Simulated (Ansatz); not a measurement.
These are frozen-core CCSD(T)/def2-TZVPP // PBE-D3(BJ)/def2-SVP (Ansatz, an electronic-structure program) values and carry that method's errors. The restricted HF reference is unstable towards unrestricted orbitals.

Ansatz 0.2 input:
```yaml
crystal:
  periodic: [false, false, false]
  atoms:
    - { symbol: V, position_ang: [0.001286, 0.009402, -0.003522] }
    - { symbol: O, position_ang: [-0.199106, -1.443556, 0.539711] }
    - { symbol: F, position_ang: [1.472612, 0.057277, -0.889738] }
    - { symbol: F, position_ang: [0.068174, 1.083224, 1.336219] }
    - { symbol: F, position_ang: [-1.329013, 0.394815, -1.020493] }
basis:
  gaussian: { orbitals: def2-TZVPP }
correlation:
  method: ccsd_t
```

Output:

```
Functional definition: HF
1296 factors; integrals over basis functions are off by at most 8.8e-4 eV
mean field evaluation 1: about -35800.4295 eV, gradient 1.0e2 eV
mean field evaluation 2: about -35800.6041 eV, gradient 1.0e2 eV
mean field evaluation 4: about -35816.6945 eV, gradient 3.0e1 eV
mean field evaluation 8: about -35817.8964 eV, gradient 2.1e0 eV
mean field evaluation 16: about -35817.9308 eV, gradient 9.5e-7 eV
mean field evaluation 32: about -35801.5764 eV, gradient 5.8e1 eV
mean field evaluation 64: about -35807.8140 eV, gradient 7.7e-1 eV
mean field evaluation 96: about -35807.8184 eV, gradient 1.6e-2 eV
mean field evaluation 128: about -35805.5564 eV, gradient 2.0e0 eV
mean field evaluation 160: about -35806.8312 eV, gradient 9.7e0 eV
mean field evaluation 192: about -35805.4024 eV, gradient 9.2e0 eV
mean field -35817.93075741 eV, -1316.2846770693 hartree, gradient 1.3e-6 eV, S^2 0.000000; 0 other end points of the search recorded, 0 dependent functions left out; unrestricted orbitals would lower it
9 core orbitals not correlated
reference -35817.93075741 eV, -1316.2846770693 hartree; 20, 20 occupied and 159, 159 virtual orbitals, 1296 factors
second order -44.80987304 eV of doubles, -0.00000000 eV of singles
cycle   1  -37.44164229 eV  change     7.4e0 eV  update   5.0e-1
cycle   2  -41.47750266 eV  change    -4.0e0 eV  update   5.7e-1
cycle   3  -41.94514004 eV  change   -4.7e-1 eV  update   9.1e-2
cycle   4  -42.00126111 eV  change   -5.6e-2 eV  update   5.4e-2
cycle   5  -41.92985502 eV  change    7.1e-2 eV  update   1.9e-2
cycle   6  -41.93376291 eV  change   -3.9e-3 eV  update   7.4e-3
cycle   7  -41.93751943 eV  change   -3.8e-3 eV  update   4.8e-3
cycle   8  -41.93428667 eV  change    3.2e-3 eV  update   2.9e-3
cycle   9  -41.93298200 eV  change    1.3e-3 eV  update   1.1e-3
cycle  10  -41.93483405 eV  change   -1.9e-3 eV  update   5.7e-4
cycle  11  -41.93490508 eV  change   -7.1e-5 eV  update   3.0e-4
cycle  12  -41.93444722 eV  change    4.6e-4 eV  update   1.7e-4
cycle  13  -41.93445284 eV  change   -5.6e-6 eV  update   7.9e-5
cycle  14  -41.93457218 eV  change   -1.2e-4 eV  update   4.2e-5
cycle  15  -41.93452433 eV  change    4.8e-5 eV  update   1.9e-5
perturbative correction -2.62229352 eV, -0.0963675093 hartree
Total energy: -35862.48757525 eV, -1317.9221099233 hartree
```

Cost: very roughly 4 core-minutes.
